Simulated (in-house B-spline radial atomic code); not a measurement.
A fraction x of an electron is removed from 4p in Cd4+, starting from [Kr] 4d8 and keeping the highest spin. Computed with a radial B-spline atomic code at the basis-set limit: scalar-relativistic (X2C) M06-2X, spin-polarised, spherical fractional occupations, Fermi nucleus of rms radius 4.6087 fm.

Caution: exact exchange at fractional occupations of open shells leaves self-interaction of up to several eV.

| x | E(x) - E(0) (eV) | 4p down level (eV) |
| --- | --- | --- |
| 0 | 0.0000 | -127.053 |
| 0.12 | 15.3530 | -128.833 |
| 0.21 | 27.0085 | -130.178 |
| 0.34 | 44.0587 | -132.137 |
| 0.41 | 53.3454 | -133.199 |
| 0.5 | 65.3950 | -134.572 |
| 0.6 | ? | ? |
| 0.64 | 84.3855 | -136.725 |
| 0.84 | ? | ? |
| 0.96 | 128.9347 | -141.725 |
| 1 | 134.6164 | -142.358 |

What belongs in the row x = 0.6?

An energy change of 78.9289 eV; 4p down at -136.108 eV.

What belongs in the row x = 0.84?

An energy change of 112.0411 eV; 4p down at -139.838 eV.

Check Janak's theorem between x = 0.12 and 0.21.

The slope of the energy is 129.51 eV; the orbital levels give 129.51 eV (-ε of the emptying orbital, averaged over the two points).
